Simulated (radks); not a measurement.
The numbers below are computed, except where a source is named.
Ionisation of the thallium ion Tl52+, [Ar] 3d10 4s1, to Tl53+, [Ar] 3d10, under several functionals. Dirac Kohn-Sham, spin-unpolarised, spherical densities, finite nucleus; a radial shooting solver on a logarithmic mesh with Libxc functionals.

LDA (Slater exchange, Perdew-Zunger correlation): E(Tl52+) (hartree) -18200.1984; Exc (hartree) -259.4561; IE (eV) 3176.1; -e(HOMO) (eV) 3144.3; <r> HOMO (bohr) 0.3420; IE error (eV) +11.4
LDA (Slater exchange, Perdew-Wang correlation): E(Tl52+) (hartree) -18200.1832; Exc (hartree) -259.4407; IE (eV) 3176.1; -e(HOMO) (eV) 3144.3; <r> HOMO (bohr) 0.3420; IE error (eV) +11.4
PBE: E(Tl52+) (hartree) -18211.9128; Exc (hartree) -271.2650; IE (eV) 3178.2; -e(HOMO) (eV) 3144.7; <r> HOMO (bohr) 0.3422; IE error (eV) +13.5
exchange-only LDA: E(Tl52+) (hartree) -18196.3455; Exc (hartree) -255.5918; IE (eV) 3173.5; -e(HOMO) (eV) 3141.7; <r> HOMO (bohr) 0.3421; IE error (eV) +8.8
exchange-only B88: E(Tl52+) (hartree) -18211.5540; Exc (hartree) -270.9138; IE (eV) 3175.5; -e(HOMO) (eV) 3143.2; <r> HOMO (bohr) 0.3421; IE error (eV) +10.8
AM05: E(Tl52+) (hartree) -18201.3567; Exc (hartree) -260.6269; IE (eV) 3173.7; -e(HOMO) (eV) 3141.9; <r> HOMO (bohr) 0.3420; IE error (eV) +9.0
revPBE: E(Tl52+) (hartree) -18212.5380; Exc (hartree) -271.8973; IE (eV) 3177.0; -e(HOMO) (eV) 3143.3; <r> HOMO (bohr) 0.3422; IE error (eV) +12.3
PW91: E(Tl52+) (hartree) -18213.3026; Exc (hartree) -272.6655; IE (eV) 3178.7; -e(HOMO) (eV) 3144.9; <r> HOMO (bohr) 0.3422; IE error (eV) +14.0
LDA (Slater exchange, VWN5 correlation): E(Tl52+) (hartree) -18200.1948; Exc (hartree) -259.4522; IE (eV) 3176.1; -e(HOMO) (eV) 3144.3; <r> HOMO (bohr) 0.3420; IE error (eV) +11.4
PBEsol: E(Tl52+) (hartree) -18206.5369; Exc (hartree) -265.8481; IE (eV) 3175.8; -e(HOMO) (eV) 3143.0; <r> HOMO (bohr) 0.3421; IE error (eV) +11.1
RPBE: E(Tl52+) (hartree) -18212.7497; Exc (hartree) -272.1113; IE (eV) 3177.8; -e(HOMO) (eV) 3143.2; <r> HOMO (bohr) 0.3423; IE error (eV) +13.1

NIST Atomic Spectra Database: 3165 eV (semi-empirical). Closest: exchange-only LDA. The Delta-SCF values span 5.17 eV, the total energies 16.96 hartree. The highest occupied level is 4s1/2. Spin polarisation and multiplet splitting are left out, so open shells lie too high by an amount that depends on their filling.

Beside tabulated values, note that spin-unpolarised runs miss the spin-polarisation part of the exchange energy of open shells.
